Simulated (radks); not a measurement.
Effect of the nuclear size on the rubidium ion Rb2+, [Ar] 3d10 4s2 4p5. Method: Dirac Kohn-Sham, relativistic LDA (MacDonald-Vosko exchange, VWN5 correlation), spin-unpolarised, spherical densities, finite nucleus; open shells fill j = l - 1/2 first; Fermi nuclear charge, rms radius 4.2036 fm; computed with a radial shooting solver on a logarithmic mesh with Libxc functionals. The rms radius is varied about that value; shifts are against it.

| rms radius (fm) | total energy shift (eV) | density at nucleus (e/bohr^3) | 1s1/2 shift (meV) | 2s1/2 shift (meV) | 3p1/2 shift (meV) | 4s1/2 shift (meV) |
|---|---|---|---|---|---|---|
| 3.6109 | -0.188 | 5.509e+04 | -79.2 | -8.10 | 0.125 | -0.170 |
| 4.0228 | -0.0600 | 5.459e+04 | -25.3 | -2.59 | 0.040 | -0.054 |
| 4.2036 | 0 | 5.438e+04 | 0.000 | 0.000 | 0.000 | 0.000 |
| 4.5903 | 0.136 | 5.398e+04 | 57.6 | 5.89 | -0.091 | 0.124 |
| 5.0023 | 0.294 | 5.359e+04 | 124 | 12.7 | -0.196 | 0.266 |

Slopes of the eigenvalues against <r^2> in GHz/fm^2, as finite differences over the two radii next to the reference (eigenvalue slopes, not the field-shift constants of lines): 1s1/2 4100, 2s1/2 420, 3p1/2 -6.47, 4s1/2 8.80.
